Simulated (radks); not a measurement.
All-electron atom: Ti in [Ar] 3d2 4p2 (not the ground configuration). Calculated with a radial shooting solver on a logarithmic mesh with Libxc functionals: non-relativistic Kohn-Sham, TPSS, spin-polarised, spherical densities, point nucleus; open shells are filled with parallel spins first; meta-GGA in the generalised Kohn-Sham scheme.

Normalised radial functions P(r) = r R(r), r in bohr:

r         2p down   3d up
0.003019   0.0029  0.0000
0.003459   0.0038  0.0000
0.003963   0.0049  0.0000
0.004577   0.0065  0.0000
0.005244   0.0085  0.0000
0.006008   0.0111  0.0000
0.006938   0.0146  0.0000
0.007949   0.0189  0.0000
0.009107   0.0246  0.0000
0.01052    0.0323  0.0001
0.01205    0.0416  0.0001
0.01381    0.0536  0.0001
0.01594    0.0699  0.0002
0.01827    0.0895  0.0003
0.02093    0.1142  0.0005
0.02417    0.1471  0.0007
0.02769    0.1859  0.0011
0.03172    0.2338  0.0016
0.03664    0.2961  0.0024
0.04198    0.3675  0.0034
0.04809    0.4526  0.0050
0.05554    0.5588  0.0073
0.06363    0.6749  0.0104
0.0729     0.8060  0.0147
0.08419    0.9591  0.0211
0.09646    1.1138  0.0294
0.1105     1.2729  0.0406
0.1276     1.4376  0.0566
0.1462     1.5793  0.0764
0.1675     1.6955  0.1018
0.1935     1.7770  0.1359
0.2216     1.8024  0.1758
0.2539     1.7695  0.2236
0.2933     1.6682  0.2833
0.336      1.5136  0.3477
0.3849     1.3119  0.4186
0.4446     1.0655  0.4978
0.5093     0.8246  0.5732
0.5835     0.5988  0.6456
0.6739     0.3945  0.7126
0.7721     0.2447  0.7602
0.8846     0.1389  0.7871
1.022      0.0685  0.7897
1.17       0.0312  0.7691
1.341      0.0125  0.7286
1.549      0.0040  0.6666
1.774      0.0011  0.5937
2.033      0.0003  0.5125
2.347      0.0000  0.4250
2.689      0.0000  0.3472
3.081      0.0000  0.2753
3.558      0.0000  0.2063
4.077      0.0000  0.1498
4.671      0.0000  0.1029
5.394      0.0000  0.0637
6.18       0.0000  0.0368
7.08       0.0000  0.0194
8.177      0.0000  0.0089
9.368      0.0000  0.0038
10.73      0.0000  0.0014
12.4       0.0000  0.0004
14.2       0.0000  0.0001

2p down: eigenvalue -446.17 eV, 0 radial nodes, <r> = 0.291 bohr, 90 % of the charge inside 0.477 bohr. 3d up: eigenvalue -7.073 eV, 0 radial nodes, <r> = 1.52 bohr, 90 % of the charge inside 2.68 bohr.
